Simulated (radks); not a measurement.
Values are calculated unless marked as measured or tabulated.
Valence configurations of Eu+ (all share [Xe]). Code: a radial shooting solver on a logarithmic mesh with Libxc functionals. Model: scalar-relativistic Kohn-Sham, PBE, spin-polarised, spherical densities, finite nucleus; open shells are filled with parallel spins first (spin-orbit coupling, left out, can overturn this in heavy ions); Fermi nuclear charge, rms radius 5.1115 fm. Energies are relative to 4f7 6s1; eigenvalues in eV for spin up.

valence      E (eV)  moment (Bohr magnetons)    e(4f)    e(5d)   e(6p)    e(6s)
4f7 6s1       0.000                        8  -10.308        -       -   -8.916
4f7 5d1       1.482                        8   -8.498   -6.387       -        -
4f7.5 6s0.5   2.188                        7   -6.986        -       -   -8.051
4f7 6p1       3.282                        8  -11.542        -  -6.305        -
4f8           5.022                        6   -5.642        -       -        -
4f6 6s2       5.477                        6  -18.603        -       -  -10.197
4f6 6s1 6p1   8.390                        8  -19.685        -  -7.387  -11.280
4f6 5d1 6p1   8.516                        8  -17.383   -9.958  -6.655        -
4f5 5d2 6s1  14.546                        8  -22.741  -10.522       -  -10.232
4f5 6s2 6p1  22.114                        6  -29.327        -  -8.130  -12.518

NIST lists [Xe] 4f7 6s1 as the ground configuration; this level of theory agrees among the configurations tried. The energies are those of spherical high-spin densities, not of single terms.
